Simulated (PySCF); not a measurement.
Compound: C6H5N3.
Cartesian coordinates in Å at the PBE0-D3(BJ)/def2-SVP level; atoms count from 1:
```xyz
14
C6H5N3 angstrom
C     -1.911   -0.822   -0.225
C     -1.679    0.548   -0.488
C     -0.428    1.125   -0.338
C      0.597    0.273    0.091
N      1.923    0.421    0.356
N      2.469   -0.741    0.749
N      1.571   -1.650    0.755
C      0.380   -1.094    0.357
C     -0.894   -1.659    0.199
H     -2.918   -1.222   -0.361
H     -2.514    1.169   -0.821
H     -0.259    2.184   -0.544
H      2.504    1.246    0.300
H     -1.059   -2.718    0.406
```

All values: wB97X-D/def2-SVPD (PySCF, non-relativistic), on one gas-phase PBE0-D3(BJ)/def2-SVP geometry that isn't relaxed in the solvent. The solvent is an IEF-PCM continuum (van der Waals radii × 1.2), and excitations are vertical TDDFT with non-equilibrium linear response and a frozen core. Only the electrostatic response of the medium enters.

Gas-phase singlets (H = HOMO, L = LUMO):

```json
{"state": "S1", "E (eV)": "5.080", "λ (nm)": "244", "f": "0.069", "leading configurations": "H→L 56%, H-1→L 26%, H→L+1 8%"}
{"state": "S2", "E (eV)": "5.143", "λ (nm)": "241", "f": "0.005", "leading configurations": "H-2→L 87%, H-2→L+3 11%"}
{"state": "S3", "E (eV)": "5.458", "λ (nm)": "227", "f": "0.105", "leading configurations": "H-1→L 49%, H→L 34%, H→L+1 13%"}
{"state": "S4", "E (eV)": "6.822", "λ (nm)": "182", "f": "0.730", "leading configurations": "H→L+1 64%, H-1→L 19%"}
{"state": "S5", "E (eV)": "6.919", "λ (nm)": "179", "f": "0.145", "leading configurations": "H-1→L+1 66%, H→L+3 12%, H→L+1 9%"}
```

Task: Give the list for chloroform (ε = 4.711), n² = 2.09.

Result: 
| state | E (eV) | λ (nm) | f | leading configurations | change by rank (eV) |
| --- | --- | --- | --- | --- | --- |
| S1 | 5.028 | 247 | 0.116 | H→L 66%, H-1→L 21% | -0.052 |
| S2 | 5.315 | 233 | 0.007 | H-2→L 88%, H-2→L+2 10% | +0.172 |
| S3 | 5.374 | 231 | 0.165 | H-1→L 59%, H→L 27%, H→L+1 11% | -0.084 |
| S4 | 6.622 | 187 | 0.943 | H→L+1 72%, H-1→L 17% | -0.200 |
| S5 | 6.869 | 180 | 0.165 | H-1→L+1 68%, H→L+2 16% | -0.050 |

Task: How does the list change in acetonitrile (ε = 35.69)?

Result: 
| state | E (eV) | λ (nm) | f | leading configurations | change by rank (eV) |
| --- | --- | --- | --- | --- | --- |
| S1 | 5.032 | 246 | 0.111 | H→L 68%, H-1→L 19% | -0.048 |
| S2 | 5.371 | 231 | 0.150 | H-1→L 60%, H→L 25%, H→L+1 12% | +0.228 |
| S3 | 5.393 | 230 | 0.007 | H-2→L 88%, H-2→L+2 10% | -0.065 |
| S4 | 6.657 | 186 | 0.909 | H→L+1 69%, H-1→L 18% | -0.165 |
| S5 | 6.882 | 180 | 0.118 | H-1→L+1 60%, H→L+2 23% | -0.037 |

Task: The ground-state energy changes by -0.441 eV from gas to acetonitrile. By how much does the total energy of gas-phase S1 change?

Result: E(S1) = E(S0) + excitation energy, so it changes by -0.441 − 0.048 = -0.489 eV: it is lowered more than the ground state, which is what a red shift means. This is the vertical state, with the slow part of the continuum still set for S0.

Task: How do the frontier levels move from gas to acetonitrile?

Result: 
| orbital | gas (eV) | solvent (eV) | change (eV) | Löwdin shares, gas | Löwdin shares, solvent |
| --- | --- | --- | --- | --- | --- |
| LUMO+2 | 2.28 | 2.47 | +0.19 | H13 26 %, C3 19 %, H12 17 %, N5 10 % | N7 24 %, N6 14 %, C8 14 %, C3 11 % |
| LUMO+1 | 1.68 | 1.77 | +0.09 | C1 21 %, C4 19 %, C2 14 %, C9 11 % | C1 21 %, C4 19 %, C2 14 %, C9 11 % |
| LUMO | 0.29 | 0.27 | -0.02 | N6 20 %, C9 16 %, C3 15 %, C2 13 % | N6 22 %, C9 14 %, C3 14 %, C2 12 % |
| HOMO | -8.91 | -8.84 | +0.07 | C3 19 %, C9 19 %, C1 15 %, N5 13 % | C9 20 %, C3 20 %, C1 15 %, N5 13 % |
| HOMO-1 | -9.23 | -9.24 | -0.01 | C2 20 %, C8 18 %, N6 15 %, C4 13 % | C2 20 %, C8 18 %, N6 15 %, C1 13 % |
| HOMO-2 | -9.76 | -10.11 | -0.35 | N7 48 %, N6 26 %, C8 10 %, N5 9 % | N7 47 %, N6 27 %, C8 10 %, N5 9 % |
| HOMO-3 | -11.45 | -11.49 | -0.04 | N7 25 %, N5 24 %, C8 12 %, C4 11 % | N5 26 %, N7 25 %, C8 12 %, C4 12 % |

The HOMO–LUMO gap goes from 9.20 to 9.11 eV. Rows go by rank; for LUMO+2 the atom shares or the degeneracy differ between the runs, so the row needn't follow one orbital.

The pairwise dispersion term of wB97X-D wasn't added to the energies; at a given geometry it leaves orbitals and properties as they are.
